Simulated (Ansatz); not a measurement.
C₂H₉NOSi (`CN(C)[SiH2]O`), relaxed with RKS PBE0-D4/def2-TZVP in Ansatz 0.2.0 from a PBE-D4/def2-SVP geometry. The force threshold is 0.005 eV/Å; the program also tests the step.

The species carries charge 0 and has multiplicity 1.

Start:

```xyz
14

C     0.413   -0.484    1.372
N     0.041    0.199    0.147
C     0.179    1.640    0.189
Si   -0.800   -0.660   -1.116
O     0.047   -2.045   -1.568
H     1.465   -0.250    1.663
H    -0.236   -0.204    2.239
H     0.349   -1.583    1.236
H    -0.097    2.085   -0.788
H     1.230    1.943    0.415
H    -0.469    2.113    0.968
H    -0.964    0.358   -2.215
H    -2.131   -1.241   -0.726
H     0.972   -1.872   -1.817
```

```tsv
step	energy (eV)	largest force (eV/Å)	largest move (Å)
1	-13629.8146	0.761	0.000
2	-13629.8853	0.526	0.033
3	-13629.8995	0.089	0.021
4	-13629.9003	0.093	0.029
5	-13629.9016	0.033	0.015
6	-13629.9020	0.015	0.016
7	-13629.9027	0.026	0.046
8	-13629.9034	0.074	0.079
9	-13629.9041	0.109	0.043
10	-13629.9052	0.174	0.078
11	-13629.9063	0.145	0.034
12	-13629.9087	0.162	0.105
13	-13629.9098	0.170	0.085
14	-13629.9112	0.134	0.026
15	-13629.9141	0.076	0.077
16	-13629.9153	0.140	0.106
17	-13629.9157	0.056	0.024
18	-13629.9159	0.011	0.013
19	-13629.9159	0.010	0.016
20	-13629.9159	0.002	0.003
```

End:

```xyz
14

C     0.178   -0.422    1.524
N    -0.153    0.178    0.255
C     0.300    1.539    0.119
Si   -0.735   -0.755   -1.051
O     0.350   -1.727   -1.830
H     1.264   -0.489    1.682
H    -0.241    0.164    2.353
H    -0.232   -1.432    1.589
H    -0.011    1.951   -0.843
H     1.395    1.623    0.187
H    -0.126    2.173    0.907
H    -1.304    0.227   -2.013
H    -1.721   -1.728   -0.531
H     1.038   -1.303   -2.345
```

It took 63 s on 4 threads of an AMD EPYC 7R13 on a shared host, with 0.63 GiB of host memory at the peak.
